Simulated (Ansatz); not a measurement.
`C[SiH2][N]([SiH3])[GeH3]` at its PBE0-D4/def2-TZVP geometry, where that method's forces vanish. Total charge 0; spin multiplicity 1.

```csv
atom,x (Å),y (Å),z (Å)
C1,1.5363,-1.6785,0.6688
Si2,0.2338,-1.1710,-0.5651
N3,-0.4488,0.3824,-0.2136
Si4,-2.0964,0.5309,0.2815
Ge5,0.5825,1.9074,-0.4049
H6,2.3717,-0.9733,0.6707
H7,1.9342,-2.6668,0.4227
H8,1.1206,-1.7173,1.6784
H9,-0.8971,-2.1427,-0.5434
H10,0.8344,-1.1723,-1.9294
H11,-3.0521,0.1939,-0.8090
H12,-2.3978,-0.3561,1.4381
H13,-2.3256,1.9460,0.6867
H14,-0.1000,2.8734,-1.3877
H15,1.9445,1.4510,-0.9545
H16,0.7597,2.5931,0.9606
```

Question: For each bond, give half the difference of the two atoms' forces along it (eV/Å; positive pushes the atoms apart) under PBE-D4, r2SCAN-D4, B3LYP-D4, ωB97M-V in def2-TZVPP. (An estimate is asked.)

Answer: Computed: 
```json
{"bond": "C1–Si2", "length (Å)": "1.865", "PBE-D4": "-0.04", "r2SCAN-D4": "-0.01", "B3LYP-D4": "0.11", "ωB97M-V": "0.04"}
{"bond": "C1–H6", "length (Å)": "1.093", "PBE-D4": "0.11", "r2SCAN-D4": "-0.01", "B3LYP-D4": "-0.05", "ωB97M-V": "-0.04"}
{"bond": "C1–H7", "length (Å)": "1.093", "PBE-D4": "0.11", "r2SCAN-D4": "-0.01", "B3LYP-D4": "-0.04", "ωB97M-V": "-0.05"}
{"bond": "Si2–N3", "length (Å)": "1.733", "PBE-D4": "0.08", "r2SCAN-D4": "0.03", "B3LYP-D4": "0.03", "ωB97M-V": "0.08"}
{"bond": "Si2–H9", "length (Å)": "1.491", "PBE-D4": "0.05", "r2SCAN-D4": "-0.02", "B3LYP-D4": "-0.12", "ωB97M-V": "-0.13"}
{"bond": "Si2–H10", "length (Å)": "1.491", "PBE-D4": "0.04", "r2SCAN-D4": "-0.03", "B3LYP-D4": "-0.12", "ωB97M-V": "-0.13"}
{"bond": "N3–Si4", "length (Å)": "1.727", "PBE-D4": "0.09", "r2SCAN-D4": "0.03", "B3LYP-D4": "0.07", "ωB97M-V": "0.11"}
{"bond": "N3–Ge5", "length (Å)": "1.851", "PBE-D4": "0.14", "r2SCAN-D4": "0.08", "B3LYP-D4": "0.21", "ωB97M-V": "0.10"}
{"bond": "Si4–H11", "length (Å)": "1.489", "PBE-D4": "0.04", "r2SCAN-D4": "-0.02", "B3LYP-D4": "-0.08", "ωB97M-V": "-0.13"}
{"bond": "Si4–H12", "length (Å)": "1.488", "PBE-D4": "0.04", "r2SCAN-D4": "-0.02", "B3LYP-D4": "-0.09", "ωB97M-V": "-0.13"}
{"bond": "Si4–H13", "length (Å)": "1.490", "PBE-D4": "0.05", "r2SCAN-D4": "-0.04", "B3LYP-D4": "-0.10", "ωB97M-V": "-0.11"}
{"bond": "Ge5–H14", "length (Å)": "1.538", "PBE-D4": "0.04", "r2SCAN-D4": "-0.05", "B3LYP-D4": "-0.04", "ωB97M-V": "-0.09"}
{"bond": "Ge5–H15", "length (Å)": "1.538", "PBE-D4": "0.04", "r2SCAN-D4": "-0.06", "B3LYP-D4": "-0.05", "ωB97M-V": "-0.08"}
{"bond": "Ge5–H16", "length (Å)": "1.538", "PBE-D4": "0.04", "r2SCAN-D4": "-0.05", "B3LYP-D4": "-0.04", "ωB97M-V": "-0.09"}
```

B3LYP here is the variant with VWN-RPA as its local correlation; programs differ in this.
